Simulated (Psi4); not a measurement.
C5H12O3Si, charge -1, doublet, geometry from GFN2-xTB (a state made from the parent by changing its charge; the spin is typed, not shown lowest) (a gas-phase anion, which may not be bound at this level); MP2/STO-3G (Psi4 1.11).

The Psi4 input:
```
memory 2 GB

molecule {
-1 2
C    -0.04504038   -2.31190742   -1.59540500
C     0.22790694   -0.91931420   -1.53625136
Si    0.04080792    0.16902932   -0.09732877
O     0.18926883    1.79141942   -0.45205088
C     1.44055666    2.33595593   -0.65442950
O     1.06600412    0.07228515    1.26048838
C     1.07929904   -1.07036143    2.03851065
O    -1.40314014    0.02792947    0.74764931
C    -2.58885233   -0.29182673    0.11591442
H    -0.57921131   -2.79511640   -0.78860213
H    -0.04878099   -2.83075254   -2.54473373
H     0.70422501   -0.51214466   -2.42672374
H     1.35138235    3.42845115   -0.68097074
H     2.12964219    2.04950654    0.14512242
H     1.86742974    1.99481581   -1.60617568
H     1.38174196   -1.94344364    1.44647109
H     0.08590221   -1.27620416    2.45319170
H     1.79099746   -0.92992504    2.86104614
H    -3.03449097    0.58918547   -0.36452225
H    -3.29222912   -0.67756512    0.86403748
H    -2.42820114   -1.05156685   -0.65426728
}

set {
  basis sto-3g
  reference uhf
}

energy('mp2')
print_variables()
```

Q: What does Psi4 print? Leave out banner, timings and long lists.

A: 
```
    SCF Algorithm Type (re)set to DF.

   => Loading Basis Set <=

    Name: STO-3G
    Role: ORBITAL
    Keyword: BASIS

         ---------------------------------------------------------
                                   SCF
               by Justin Turney, Rob Parrish, Andy Simmonett
                          and Daniel G. A. Smith
                              UHF Reference
         ---------------------------------------------------------

  ==> Geometry <==

    Molecular point group: c1
    Full point group: C1

    Geometry (in Angstrom), charge = -1, multiplicity = 2:

       Center              X                  Y                   Z               Mass
    ------------   -----------------  -----------------  -----------------  -----------------
         C           -0.045518872204    -2.338318409120    -1.604052546178    12.000000000000
         C            0.227428447796    -0.945725189120    -1.544898906178    12.000000000000
         SI           0.040329427796     0.142618330880    -0.105976316178    27.976926534650
         O            0.188790337796     1.765008430880    -0.460698426178    15.994914619570
         C            1.440078167796     2.309544940880    -0.663077046178    12.000000000000
         O            1.065525627796     0.045874160880     1.251840833822    15.994914619570
         C            1.078820547796    -1.096772419120     2.029863103822    12.000000000000
         O           -1.403618632204     0.001518480880     0.739001763822    15.994914619570
         C           -2.589330822204    -0.318237719120     0.107266873822    12.000000000000
         H           -0.579689802204    -2.821527389120    -0.797249676178     1.007825032230
         H           -0.049259482204    -2.857163529120    -2.553381276178     1.007825032230
         H            0.703746517796    -0.538555649120    -2.435371286178     1.007825032230
         H            1.350903857796     3.402040160880    -0.689618286178     1.007825032230
         H            2.129163697796     2.023095550880     0.136474873822     1.007825032230
         H            1.866951247796     1.968404820880    -1.614823226178     1.007825032230
         H            1.381263467796    -1.969854629120     1.437823543822     1.007825032230
         H            0.085423717796    -1.302615149120     2.444544153822     1.007825032230
         H            1.790518967796    -0.956336029120     2.852398593822     1.007825032230
         H           -3.034969462204     0.562774480880    -0.373169796178     1.007825032230
         H           -3.292707612204    -0.703976109120     0.855389933822     1.007825032230
         H           -2.428679632204    -1.077977839120    -0.662914826178     1.007825032230

  Running in c1 symmetry.

  Rotational constants: A =      0.04682  B =      0.03684  C =      0.03505 [cm^-1]
  Rotational constants: A =   1403.56429  B =   1104.36318  C =   1050.66773 [MHz]
  Nuclear repulsion =  593.239865015352962

  Charge       = -1
  Multiplicity = 2
  Electrons    = 81
  Nalpha       = 41
  Nbeta        = 40

  ==> Algorithm <==

  SCF Algorithm Type is DF.
  DIIS enabled.
  MOM disabled.
  Fractional occupation disabled.
  Guess Type is SAD.
  Energy threshold   = 1.00e-08
  Density threshold  = 1.00e-08
  Integral threshold = 1.00e-12

  ==> Primary Basis <==

  Basis Set: STO-3G
    Blend: STO-3G
    Number of shells: 41
    Number of basis functions: 61
    Number of Cartesian functions: 61
    Spherical Harmonics?: true
    Max angular momentum: 1

   => Loading Basis Set <=

    Name: (STO-3G AUX)
    Role: JKFIT
    Keyword: DF_BASIS_SCF

  ==> Integral Setup <==

  SCF_SUBTYPE=INCORE selected. In-core MEM_DF algorithm will be used.
  Using in-core AOs.

  ==> MemDFJK: Density-Fitted J/K Matrices <==

    J tasked:                   Yes
    K tasked:                   Yes
    wK tasked:                   No
    Algorithm:                 Core
    Schwarz Cutoff:           1E-12
[...]

    Alpha Occupied:

[...]
    Alpha Virtual:

[...]
    Beta Occupied:

[...]
      40A      0.046241

    Beta Virtual:

[...]
    Final Occupation by Irrep:
              A
    DOCC [    40 ]
    SOCC [     1 ]
    NA   [    41 ]
    NB   [    40 ]

  @DF-UHF Final Energy:  -700.97480840544881

   => Energetics <=

    Nuclear Repulsion Energy =            593.2398650153529616
    One-Electron Energy =               -2166.3088475242843742
    Two-Electron Energy =                 872.0941741034826009
    Total Energy =                       -700.9748084054488118

  UHF NO Occupations:
  HONO-2 :   39  A 1.9993807
  HONO-1 :   40  A 1.9981536
  HONO-0 :   41  A 1.0000000
  LUNO+0 :   42  A 0.0018464
  LUNO+1 :   43  A 0.0006193
  LUNO+2 :   44  A 0.0004989
  LUNO+3 :   45  A 0.0002400

Computation Completed

Properties will be evaluated at   0.000000,   0.000000,   0.000000 [a0]

Properties computed using the SCF density matrix

 Multipole Moments:

 ------------------------------------------------------------------------------------
     Multipole            Electronic (a.u.)      Nuclear  (a.u.)        Total (a.u.)
 ------------------------------------------------------------------------------------

 L = 1.  Multiply by 2.5417464519 to convert [e a0] to [Debye]
 Dipole X            :          0.0345790           -0.0723369           -0.0377579
 Dipole Y            :          5.2114339           -3.9927624            1.2186715
 Dipole Z            :          2.5072361           -1.3073191            1.1999171
 Magnitude           :                                                    1.7106686

 ------------------------------------------------------------------------------------

  //>>>>>>>>>>>>>>>>>>>>>>>>>>>>>>>>>>>//
  //               DFMP2               //
  //<<<<<<<<<<<<<<<<<<<<<<<<<<<<<<<<<<<//

   => Loading Basis Set <=

    Name: (STO-3G AUX)
    Role: RIFIT
    Keyword: DF_BASIS_MP2

	 --------------------------------------------------------
	                          DF-MP2
	      2nd-Order Density-Fitted Moller-Plesset Theory

	        Rob Parrish, Justin Turney, Andy Simmonett,
	           Ed Hohenstein, and C. David Sherrill
	 --------------------------------------------------------

	 --------------------------------------------------------
	                 NBF =    61, NAUX =   614
	 --------------------------------------------------------
	   CLASS    FOCC     OCC    AOCC    AVIR     VIR    FVIR
	   ALPHA       0      41      41      20      20       0
	    BETA       0      40      40      21      21       0
	 --------------------------------------------------------

	-----------------------------------------------------------
	 ==================> DF-MP2 Energies <====================
	-----------------------------------------------------------
	 Reference Energy          =    -700.9748084054488118 [Eh]
	 Singles Energy            =      -0.0000000000000000 [Eh]
	 Same-Spin Energy          =      -0.0552460060719931 [Eh]
	 Opposite-Spin Energy      =      -0.3218792565561859 [Eh]
	 Correlation Energy        =      -0.3771252626281790 [Eh]
	 Total Energy              =    -701.3519336680769811 [Eh]
	-----------------------------------------------------------
	 ================> DF-SCS-MP2 Energies <==================
	-----------------------------------------------------------
	 SCS Same-Spin Scale       =       0.3333333333333333 [-]
	 SCS Opposite-Spin Scale   =       1.2000000000000000 [-]
	 SCS Same-Spin Energy      =      -0.0184153353573310 [Eh]
	 SCS Opposite-Spin Energy  =      -0.3862551078674231 [Eh]
	 SCS Correlation Energy    =      -0.4046704432247541 [Eh]
	 SCS Total Energy          =    -701.3794788486735570 [Eh]
	-----------------------------------------------------------

  Variable Map:
  ----------------------------------------------------------------------------
[...]
  Array Variable Map:
  ----------------------------------------------------------------------------
[...]
[...]
```
